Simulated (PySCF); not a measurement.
Computed IR spectrum (relative IR intensity) of a molecule Cl2H5NSi2. Geometry optimised at PBE-D3(BJ)/def2-SVP. The values are those of a single conformer. All values below come from PBE-D3(BJ)/def2-SVP (PySCF 2.14.0). Frequencies are harmonic and unscaled.

Lines under 2 % of the strongest are left out, and lines within 2 cm⁻¹ are merged.

```tsv
ν (cm⁻¹)	relative intensity
78	2.7
203	12
389	3.9
455	12
511	19
531	100
547	24
717	59
760	29
808	15
816	52
871	29
909	9.5
1508	8.9
2154	42
2165	39
2177	35
3454	8.6
3544	8.0
```

### Question
Pick the molecule that these values belong to.
A. [SiH3]N[SiH](Cl)Cl
B. Cl[SiH2]N[SiH2]Cl
C. N[SiH2][SiH](Cl)Cl
D. N[Si]([SiH3])(Cl)Cl

### Answer
C, N[SiH2][SiH](Cl)Cl
